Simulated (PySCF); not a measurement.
How methods differ on the excitation energy of Sc

Sc [Ar] 3d1 4s2 (2D) → Sc [Ar] 4s2 4p1 (2P), as a difference of total energies. Computed with PySCF 2.14 in x2c-QZVPPall with one added diffuse shell each of s, p, d, f, g type (12s8p6d4f3g, 121 functions), with scalar relativity by spin-free X2C-1e. Correlated levels: valence: [Ar] frozen; valence and next inner shell: [Ne] frozen. The calculations carry no spin-orbit coupling.

Order these methods by the excitation energy they give, lowest first.
A. SCS-MP2 (valence and next inner shell)
B. MP2 (valence)
C. LDA
D. PBE

B (2.830 eV), A (2.935 eV), D (3.740 eV), C (3.790 eV).

Errors of the correlated levels include the incompleteness of this basis and the frozen core.

For comparison: 2.319 eV (measured; NIST levels, between the centres of gravity of the two terms).
